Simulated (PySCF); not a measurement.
Changes within a family of molecules, several properties at once.

PySCF, B3LYP/def2-SVPD, density fitting, gas phase; each molecule at its own PBE0-D3(BJ)/def2-SVP geometry, one conformer. Singlet excitations by full TDDFT with frozen cores, triplets by Tamm–Dancoff TDDFT and ionisation energies by ΔSCF, from the lowest of the holes tried. 

Torsions of the conformers computed, which needn't be the lowest (atom-mapped SMILES):
- `[N:1]#[C:2][SiH2:3][SiH2:4][SiH2:5][SiH3:6]`: C2–Si3–Si4–Si5 -26°, Si3–Si4–Si5–Si6 -54°
- `[SiH3:1][SiH2:2][SiH2:3][SiH2:4][c:5]1[cH:6][cH:7][cH:8][cH:9][n:10]1`: Si1–Si2–Si3–Si4 44°, Si2–Si3–Si4–C5 37°, Si3–Si4–C5–C6 133°
- `[CH3:1][C:2](=[O:3])[SiH2:4][SiH2:5][SiH2:6][SiH3:7]`: C1–C2–Si4–Si5 135°, C2–Si4–Si5–Si6 30°, Si4–Si5–Si6–Si7 50°
- `[O:1]=[CH:2][O:3][SiH2:4][SiH2:5][SiH2:6][SiH3:7]`: O1–C2–O3–Si4 -1°, C2–O3–Si4–Si5 -17°, O3–Si4–Si5–Si6 66°, Si4–Si5–Si6–Si7 13°
- `[SiH3:1][SiH2:2][SiH2:3][SiH2:4][CH:5]1[CH2:6][CH2:7][CH2:8]1`: Si1–Si2–Si3–Si4 -50°, Si2–Si3–Si4–C5 -47°, Si3–Si4–C5–C6 -166°
- `[SiH3:1][SiH2:2][SiH2:3][SiH2:4][n:5]1[cH:6][cH:7][cH:8][cH:9]1`: Si1–Si2–Si3–Si4 -104°, Si2–Si3–Si4–N5 32°, Si3–Si4–N5–C6 48°
- `[CH3:1][C:2]([CH3:3])([CH3:4])[SiH2:5][SiH2:6][SiH2:7][SiH3:8]`: C1–C2–Si5–Si6 -55°, C2–Si5–Si6–Si7 -165°, Si5–Si6–Si7–Si8 -54°
- `[SiH3:1][SiH2:2][SiH2:3][SiH2:4][CH2:5][Cl:6]`: Si1–Si2–Si3–Si4 -73°, Si2–Si3–Si4–C5 43°, Si3–Si4–C5–Cl6 -65°
- `[N:1]#[C:2][CH2:3][SiH2:4][SiH2:5][SiH2:6][SiH3:7]`: C2–C3–Si4–Si5 -179°, C3–Si4–Si5–Si6 56°, Si4–Si5–Si6–Si7 180°

The conformers of `OB(O)[SiH2][SiH2][SiH2][SiH3]` aren't listed.

Reference: `N#C[SiH2][SiH2][SiH2][SiH3]`, with HOMO energy -7.98 eV, LUMO energy -1.13 eV, lowest singlet excitation 5.97 eV, lowest triplet excitation 5.53 eV, mean polarisability 134.1 au and vertical ionisation energy 9.81 eV.

Changes against it:

| molecule | Δ HOMO energy (eV) | Δ LUMO energy (eV) | Δ lowest singlet excitation (eV) | Δ lowest triplet excitation (eV) | Δ mean polarisability (au) | Δ vertical ionisation energy (eV) |
| --- | --- | --- | --- | --- | --- | --- |
| [SiH3][SiH2][SiH2][SiH2]C1CCC1 | +0.58 | +0.78 | +0.23 | +0.10 | +33.4 | -0.73 |
| [SiH3][SiH2][SiH2][SiH2]n1cccc1 | +1.80 | +0.35 | -1.31 | -1.44 | +36.2 | -1.72 |
| OB(O)[SiH2][SiH2][SiH2][SiH3] | +0.55 | +0.30 | -0.11 | -0.22 | +11.8 | -0.58 |
| CC(C)(C)[SiH2][SiH2][SiH2][SiH3] | +0.68 | +0.75 | +0.16 | +0.03 | +40.9 | -0.89 |
| [SiH3][SiH2][SiH2][SiH2]CCl | +0.35 | +0.39 | +0.12 | +0.03 | +12.9 | -0.39 |
| N#CC[SiH2][SiH2][SiH2][SiH3] | +0.18 | +0.16 | +0.23 | -0.14 | +20.2 | -0.32 |

Rows whose labels were lost:

```csv
row,Δ HOMO energy (eV),Δ LUMO energy (eV),Δ lowest singlet excitation (eV),Δ lowest triplet excitation (eV),Δ mean polarisability (au),Δ vertical ionisation energy (eV)
P,+1.03,-0.67,-2.43,-2.58,+16.4,-1.02
Q,+0.80,-0.50,-1.55,-1.65,+50.8,-1.03
R,+0.24,+0.18,-0.29,-0.31,+3.3,-0.25
```

Task: Which row belongs to which of `[SiH3][SiH2][SiH2][SiH2]c1ccccn1`, `CC(=O)[SiH2][SiH2][SiH2][SiH3]` and `O=CO[SiH2][SiH2][SiH2][SiH3]`?

Result: P = `CC(=O)[SiH2][SiH2][SiH2][SiH3]`, Q = `[SiH3][SiH2][SiH2][SiH2]c1ccccn1` and R = `O=CO[SiH2][SiH2][SiH2][SiH3]`. P and Q are told apart most clearly by the mean polarisability (+16.4 against +50.8 au); P and R are told apart most clearly by the lowest triplet excitation (-2.58 against -0.31 eV); Q and R are told apart most clearly by the mean polarisability (+50.8 against +3.3 au); R comes close to the labelled row of `[SiH3][SiH2][SiH2][SiH2]CCl` in every column.

Task: Which row has the smallest HOMO–LUMO gap and which the largest, and does the HOMO or the LUMO shift more there?

Result: Smallest, counted from the reference: P, -1.70 eV (HOMO +1.03, LUMO -0.67), the larger shift being that of the HOMO. Largest: `[SiH3][SiH2][SiH2][SiH2]C1CCC1`, +0.20 eV (HOMO +0.58, LUMO +0.78), the larger shift being that of the LUMO.

Task: Fit a straight line for the change of the lowest singlet excitation against that of the lowest triplet excitation over the labelled rows, and test it on P, Q and R.

Result: Over the 6 labelled rows the slope is 1.01 eV/eV, the intercept +0.16 eV, r = 0.98 and the standard error 0.12 eV. P: predicted -2.45, computed -2.43 eV; Q: predicted -1.51, computed -1.55 eV; R: predicted -0.15, computed -0.29 eV. The mean miss is 0.067 eV, against 1.3 eV for guessing the labelled rows' mean: the line carries over to these rows.
